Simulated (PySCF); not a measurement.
Spinor energies of Ru²⁵⁺ (ruthenium, charge +25)

Start: [Ar] 3d1; 3d3/2 filled at m_j = +3/2. Calculated with PySCF 2.14 in an even-tempered Gaussian basis (16 s from 3.5 bohr⁻², ratio 2.8; 12 p from 4.5 bohr⁻², ratio 2.8; 8 d from 4.5 bohr⁻², ratio 2.8; 3 f from 14 bohr⁻², ratio 3): generalised Hartree-Fock with the X2C-1e Hamiltonian and a Gaussian nucleus; one run each with spin-orbit coupling (SO) switched off, then screened by Boettger's factors.

| spinor shell | electrons | ε, spin-free (eV) | ε, screened SO (eV) | weight of nominal j (screened SO) | rms radius, screened SO (bohr) |
| --- | --- | --- | --- | --- | --- |
| 1s1/2 | 2 | -23333.9 | -23332.4 | 1.000 | 0.0384 |
| 2s1/2 | 2 | -4354.7 | -4354.1 | 1.000 | 0.156 |
| 2p1/2 | 2 | -4010.8 | -4104.1 | 1.000 | 0.136 |
| 2p3/2 | 4 | -4010.8 | -3966.9 | 1.000 | 0.140 |
| 3s1/2 | 2 | -1512.3 | -1512.2 | 1.000 | 0.393 |
| 3p1/2 | 2 | -1392.2 | -1415.0 | 0.997 | 0.383 |
| 3p3/2 | 4 | -1392.2 | -1381.3 | 0.998 | 0.391 |
| 3d3/2 | 1 | -1252.0 | -1255.5 | 1.000 | 0.347 |

| quantity | spin-free | screened SO |
| --- | --- | --- |
| E (hartree) | -4129.33248 | -4130.11031 |
| M_J | 3/2 | 3/2 |
| ⟨J²⟩ | 4.022 | 3.751 |
| ⟨L²⟩ | 6.002 | 6.007 |
| ⟨S²⟩ | 0.751 | 0.757 |

Each row is a mean over spinors that exchange with the open shell spreads, by up to 13.443 eV (3p1/2).

Breit and QED terms are absent; they matter most for the inner s and p1/2 levels.

Densities and radii are taken from the X2C orbitals without a picture-change correction, which distorts them close to the nucleus.

Without spin-orbit coupling the j labels of p, d and f shells carry no meaning; the spin-free column gives the mean over the occupied spinors of each nl shell, and its ⟨J²⟩ belongs to a mixture of degenerate components.
